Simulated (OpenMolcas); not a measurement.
**Pd3+: moving or changing the point charges**

Pd3+ among 8 point charges of -1.2 e arranged as a cube (Oh), 1.79 Å from the ion.
```
   1.0335    1.0335    1.0335  -1.20
   1.0335    1.0335   -1.0335  -1.20
   1.0335   -1.0335    1.0335  -1.20
   1.0335   -1.0335   -1.0335  -1.20
  -1.0335    1.0335    1.0335  -1.20
  -1.0335    1.0335   -1.0335  -1.20
  -1.0335   -1.0335    1.0335  -1.20
  -1.0335   -1.0335   -1.0335  -1.20
```

```json
{
 "Program": "OpenMolcas",
 "Method": "CASSCF",
 "Basis": "ANO-RCC-VDZP [6s5p3d1f]",
 "Scalar Hamiltonian": "DKH2, point nucleus",
 "Active space": "7 electrons in 5 orbitals (4d)",
 "State averaging": "2S+1 = 4 even, 10 roots; 2S+1 = 2 even, 40 roots",
 "Spin-orbit coupling": "state interaction with AMFI integrals over the reference wave functions"
}
```

Runs around this geometry, states (labels of O, the rotations of Oh). Energies in cm-1 above the lowest state or level, χT in cm3 K/mol; 10Dq and B are least-squares fits to the states below 45000 cm-1, weighted by degeneracy, with a free offset, and given where the rms deviation is under 5 % of |10Dq| (or 100 cm-1) and under 700 cm-1; 10Dq is negative for this site.

```tsv
R (Å)	q (e)	Ground state	First state of that spin	10Dq	B (rms of fit)	First gap with spin-orbit (degeneracies)	χT at 300 K	First state of another spin
1.79	-0.78	4A2	4T2 4708	-4501	985 (89)	3927 (4, 4)	3.526	2E 18132
1.65	-1.2	4A2	4T2 10642	-10151	996 (182)	9611 (4, 4)	2.694	2E 18881
1.79	-1.2	4A2	4T2 7394	-7098	985 (141)	6495 (4, 4)	3.032	2E 18582
1.99	-1.2	4A2	4T2 4564	-4340	987 (97)	3789 (4, 4)	3.562	2E 18163
```

Taking |10Dq| as R^-n, n = -ln(4340 / 10151) / ln(1.99 / 1.65) = 4.5 between the shortest and longest distance. The point-charge formula for a cubic d site gives n = 5.

Scaling the charges by -0.78 / -1.2 = 0.65 scales |10Dq| by 4501 / 7098 = 0.63; with fixed orbitals a first-order splitting would follow the charge.

Without dynamic correlation the repulsion within the d shell is too large (B by tens of per cent), so at a given field states of lower spin stand too high. Point charges carry no covalency, so the field is a model and not that of real ligands. No measured value stands beside these numbers.
